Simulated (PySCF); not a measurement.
## Heteronuclear NMR

Cartesian coordinates in Å; atom numbers follow the order of the lines, from 1:
```xyz
16

C     2.3872    0.6646    0.1623
N     1.4351    0.0238   -0.7099
C     0.1210   -0.1598   -0.3617
C    -0.5017    0.5170    0.6908
C    -1.8491    0.3039    0.9218
C    -2.5411   -0.5792    0.1086
N    -1.9646   -1.2282   -0.8920
C    -0.6865   -1.0249   -1.1174
H     2.5048    0.1397    1.1191
H     3.3521    0.6992   -0.3387
H     2.0720    1.6893    0.3637
H     1.8111   -0.6880   -1.3172
H     0.0548    1.1954    1.3192
H    -2.3513    0.8157    1.7292
H    -3.5924   -0.7830    0.2576
H    -0.2590   -1.5766   -1.9468
```

[PySCF 2.14.0 with density-fitted response routines: GFN2-xTB geometry; GIAO PBE0/pcSseg-1 shieldings; isolated molecule; averaged over atoms made equivalent by symmetry, fast rotation or ring inversion; non-relativistic Hamiltonian; one computed conformer]

Problem. What are the 15N shifts?

Solution. 
```csv
atoms,environment,σ (ppm),δ (ppm)
N7,pyridine-type ring nitrogen,-94.4,-61.0
N2,aniline-type nitrogen,197.2,-329.8
```

Shieldings were converted by a linear fit to measured shifts: 15N: δ = -148.07 − 0.921σ (rms 6.3 ppm, 71 shifts vs CH3NO2, solution or neat liquid). A few per cent of atoms miss by over 2 rms, more outside the fitted compound classes.

On a 300 MHz spectrometer 15N resonates near 30.4 MHz, so 1 ppm is 30.4 Hz.
